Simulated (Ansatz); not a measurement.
FHSn (SMILES [F][SnH]) moved off its minimum; all values from Ansatz (an electronic-structure program), cores frozen in correlated methods. Elements past Kr take the def2 small-core potentials, without spin–orbit coupling.
(charge 0, multiplicity 1)
```xyz
3

Sn    -0.0441    -0.3362     0.2712
H     -1.1017    -1.1452    -1.0558
F      0.6455     1.0817    -1.1309
```

Problem. Give the forces (eV/Å), the total energy and the dipole at CCSD(T)/def2-TZVPPD.

Solution. 
| atom | Fx | Fy | Fz |
|---|---|---|---|
| Sn1 | 0.183 | 1.085 | -2.178 |
| H2 | 0.463 | 0.311 | 0.693 |
| F3 | -0.646 | -1.396 | 1.485 |
Energy -313.7978 hartree, dipole 3.86 D.
